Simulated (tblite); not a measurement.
C6H12O2P (charge -1).
Z-matrix (Å and degrees, GFN2-xTB geometry), rows numbered from 1:
```
C 
C   1  1.3184
P   2  1.8489  1  121.27
O   3  1.4927  2  107.80  1   135.23
O   3  1.4894  2  110.01  1     3.87
C   3  1.8909  2   99.89  1  -110.72
C   6  1.5188  3  109.79  2    63.68
C   6  1.5198  3  103.72  2  -178.21
C   6  1.5197  3  110.44  2   -60.04
H   1  1.0780  2  119.43  3     4.95
H   1  1.0850  2  123.77  3  -175.27
H   2  1.0840  1  121.18  3   173.17
H   7  1.0878  6  108.93  3    50.71
H   7  1.0899  6  110.57  3   -67.89
H   7  1.0939  6  111.36  3   171.02
H   8  1.0889  6  109.17  3    59.93
H   8  1.0888  6  109.13  3   -57.74
H   8  1.0944  6  112.14  3  -178.89
H   9  1.0895  6  110.80  3    73.22
H   9  1.0883  6  108.90  3   -46.05
H   9  1.0941  6  111.26  3  -166.10
```

Computed values, GFN2-xTB/tblite, gas phase, harmonic and unscaled. The method is semi-empirical: single wavenumbers can be off by several per cent or more. One conformer, not necessarily the lowest.

Harmonic wavenumbers (cm⁻¹): 46.4, 59.5, 162.8, 168.2, 178.2, 192.4, 203.4, 224.4, 243.9, 280.5, 288.1, 342.5, 384.4, 416.1, 439.7, 474.3, 544.2, 639.3, 682.3, 865.3, 887.2, 957.2, 970.7, 973.3, 974.6, 1023.4, 1028.5, 1031.5, 1085.8, 1220.4, 1222.2, 1240.2, 1243.9, 1255.4, 1388.2, 1389.6, 1396.0, 1411.2, 1484.3, 1496.8, 1499.0, 1501.2, 1506.8, 1516.4, 1678.9, 2926.9, 2934.8, 2942.9, 2990.6, 2996.1, 3002.9, 3012.2, 3017.3, 3019.1, 3022.4, 3029.3, 3099.9.

A = 1836, B = 1242, C = 1107 MHz; mass 147.057 u (most abundant isotopes); point group C1, symmetry number 1.

What is the zero-point energy?

Half the sum of the wavenumbers: 37106 cm⁻¹ = 443.89 kJ/mol.

What is S at 273.15 K and 1 bar for an ideal gas of classical rigid rotors and harmonic oscillators?

Translation 169.28, rotation 121.22, vibration 134.05: S = 424.6 J/(mol K).

And Cp and H(273.15 K) − H(0)?

Cp = 174.43 J/(mol K), of which vibrations give 141.17 (their classical limit is 57 R = 473.9); H(273.15 K) − H(0) = 29.09 kJ/mol without the zero-point energy, 20.01 from vibrations.

Which modes carry the vibrational entropy at 273.15 K?

46.4 cm⁻¹: 20.05; 59.5 cm⁻¹: 18.00; 162.8 cm⁻¹: 9.84; 168.2 cm⁻¹: 9.59; 178.2 cm⁻¹: 9.14; 192.4 cm⁻¹: 8.55 J/(mol K); the other 51 give 58.89 together.

What must be added to the electronic energy to get the Gibbs energy at 273.15 K and 1 bar?

ZPE + [H(273.15 K) − H(0)] − T·S = 443.89 + 29.09 − 115.97 = 357.01 kJ/mol.

Blend soft modes into free rotors: weight 1/[1 + (100 cm⁻¹/ν̃)⁴] for the oscillator and the rest for a rotor with moment μB/(μ + B), μ = h/(8π²ν), B = 10⁻⁴⁴ kg m². What vibrational entropy results?

125.38 J/(mol K) in place of 134.05, which changes −T·S at 273.15 K by +2.37 kJ/mol.

Hindered rotation and anharmonicity are outside this model. Other conformers, if any are populated, would add a mixing term that is left out. The structure is chiral; the term R ln 2 for an equal mix with its mirror image is left out.
